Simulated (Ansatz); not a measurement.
Basis-set extrapolation for CH7ClOSi2, SMILES `CO[SiH]([SiH3])Cl` (PBE0-D4/def2-TZVP geometry, frozen core, Ansatz 0.2.0). Multiplicity 1, RHF reference.

```json
{"": "HF", "def2-TZVPP": "-1154.343203", "def2-QZVPP": "-1154.379844"}
{"": "MP2 correlation", "def2-TZVPP": "-0.845679", "def2-QZVPP": "-0.914905"}
{"": "CCSD(T) correlation", "def2-TZVPP": "-0.944949", "def2-QZVPP": "not run"}
```

Energies in hartree. Use E(X) = E(∞) + A·exp(−7.88·√X) for Hartree–Fock and E(X) = E(∞) + B·X^(−2.97) for correlation, with X = 3 and 4, and add CCSD(T) minus MP2 of the smaller set to the MP2 limit.

**Question.** What is the CCSD(T) energy at the basis-set limit?

**Answer.** HF limit: -1154.379844 + (-0.036641) × 0.13774 = -1154.38489. MP2 limit: -0.914905 + (-0.069226) × 0.74074 = -0.96618. Higher-order term: -0.944949 − (-0.845679) = -0.09927. Total: -1155.45034 hartree, 425.8 kJ/mol below CCSD(T)/def2-TZVPP.
